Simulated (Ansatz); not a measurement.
CH4AsOPS, SMILES `C1O[AsH]PS1`. Total charge 0; spin multiplicity 1.

Cartesian coordinates in Å:
```
C 0.5880 -0.6038 0.8487
O 0.1150 -1.3087 -0.2517
As -1.0031 -0.4621 -1.4020
P -0.6354 1.6733 -0.5498
S 1.1168 1.0933 0.4357
H -0.1662 -0.5359 1.6411
H 1.4767 -1.1144 1.2307
H 0.0644 -0.2414 -2.4770
H -1.5562 1.4999 0.5242
```

**Question.** List the harmonic frequencies (cm⁻¹, unscaled) at PBE0-D4/def2-TZVP in Ansatz. (Best estimate.)

**Answer.** The calculation gave: 96, 211, 263, 358, 467, 504, 577, 584, 699, 781, 804, 882, 956, 1084, 1232, 1315, 1476, 2165, 2357, 3026, 3100.

**Question.** Is this a minimum?

**Answer.** Yes, all 21 modes are real.

**Question.** Give the ideal-gas thermochemistry at 298.15 K and 1 bar (rigid rotor, harmonic oscillator; point group C1, symmetry number 1).

**Answer.** Zero-point energy 137.2 kJ/mol; H(298) − E = 155.9 kJ/mol; entropy 340.3 J/(mol·K), of which translation 172.9, rotation 117.8, vibration 49.6; G(298) − E = 54.4 kJ/mol. Modes under 100 cm⁻¹ are hindered rotations or soft bends, so the harmonic entropy is rough.
